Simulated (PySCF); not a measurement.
**Excitation energy of Ge²⁺ by level of theory**

Ge²⁺ [Ar] 3d10 4s2 (1S) → Ge²⁺ [Ar] 3d10 4s1 4d1 (3D), as a difference of total energies. Calculation: PySCF 2.14, in dyall-av2z (16s12p8d, 92 functions); the non-relativistic Hamiltonian (point nucleus). Correlated levels: valence: [Ar] 3d10 frozen; virtual orbitals above 40 to 60 times the deepest correlated orbital energy dropped. The calculations carry no spin-orbit coupling.

```
           method  excitation energy (cm⁻¹)
              UHF                    147120
              LDA                    157660
              PBE                    153930
             PBE0                    153280
           r2SCAN                    153360
             BP86                    154290
           B2PLYP                    155440
           PBEsol                    153880
          LC-wPBE                    156410
    MP2 (valence)                    152860
SCS-MP2 (valence)                    154280
```

A first-order spin-orbit estimate (lowest level to lowest level, LS coupling) adds -0.009 eV.

The promoted electron is Rydberg-like, and one or two diffuse shells describe it only roughly, which tends to raise the upper state.
